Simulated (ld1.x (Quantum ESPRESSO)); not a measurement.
# arsenic: one change to a PAW potential, before and after

ld1.x (Quantum ESPRESSO) 7.5 input, shortened:

```
&input
   title='As', zed=33., rel=1, dft='PBE', iswitch=3,
   config='[Ar] 3d10 4s2 4p3'
 /
 &inputp
   pseudotype=3, lpaw=.true., tm=.true., lloc=-1, rcloc=1.75,
   nlcc=.true., new_core_ps=.true.,
   which_augfun='PSQ', rmatch_augfun_nc=.true.
 /
6
4S  1  0   2.00   0.00  1.30  1.80  0.0
4S  1  0   0.00   4.05  1.30  1.80  0.0
4P  2  1   3.00   0.00  1.85  2.30  0.0
4P  2  1   0.00   1.30  1.85  2.30  0.0
3D  3  2  10.00   0.00  1.05  1.35  0.0
3D  3  2   0.00  -1.55  1.05  1.35  0.0
 &test
   configts(1)='3d10 4s2 4p3'
 /
```

Change: waves 4p (bound): rcut 1.32, rcutus 1.40 bohr; 4p channel at 1.3 Ry: rcut 1.32, rcutus 1.40 bohr.

Cutoffs: the cutoffs (Ry, on a coarse ladder) from which the occupation-weighted sum of valence levels, in a spherical-Bessel basis at the reference potential, stays within 10 and 1 mRy of its value at 400 Ry; they do not see the model core or the augmentation charge, which bear on the density cutoff. Errors are all-electron minus pseudo energies relative to the spin-unpolarised reference configuration.

Question: Predict the effect on cutoff, ghosts and configuration errors.

Answer: The potential gets neither clearly harder nor softer (70 Ry and 120 Ry → 70 Ry and 120 Ry); a bound ghost appears in p, which as a rule spoils a file; the errors of the 6 common tests hardly move.

```csv
quantity,base,changed
"cutoff, loose",70 Ry,70 Ry
"cutoff, tight",120 Ry,120 Ry
loose cutoff by channel (10 mRy a level),"s 6 Ry, p 8 Ry, d 50 Ry","s 6 Ry, p 30 Ry, d 50 Ry"
bound ghosts,none,p
"tests counted (converged, no solver errors)",6 of 7,6 of 7
"error for 3d10 4s2 4p2, meV [ΔE 9.15 eV]",-1.2,-1.3
"error for 3d10 4s2 4p1, meV [ΔE 27.07 eV]",-3.8,-4.3
"error for 3d10 4s2 4p0, meV [ΔE 54.77 eV]",-8.7,-10
"error for 3d10 4s2 4p2.5, meV [ΔE 3.56 eV]",-0.5,-0.6
"error for 3d10 4s1 4p4, meV [ΔE 9.42 eV]",-0.9,-1.2
"error for 3d10 4s2 4p3.3, meV [ΔE -1.23 eV]",+0.2,+0.2
lowest overlap eigenvalue by channel,"s 0.55, p 0.63, d 0.21","s 0.55, p 0.72, d 0.21"
```

Base: Tests not counted: 3d9 4s2 4p3 (solver errors, printed error -2388 eV). Changed file: Tests not counted: 3d9 4s2 4p3 (solver errors, printed error -2389 eV). A true bound ghost makes a file unfit for plane-wave use even where its test errors are small: the radial tests pick states by their node count and pass the ghost by. Where a test does run into it, the solver fails or the error is huge.
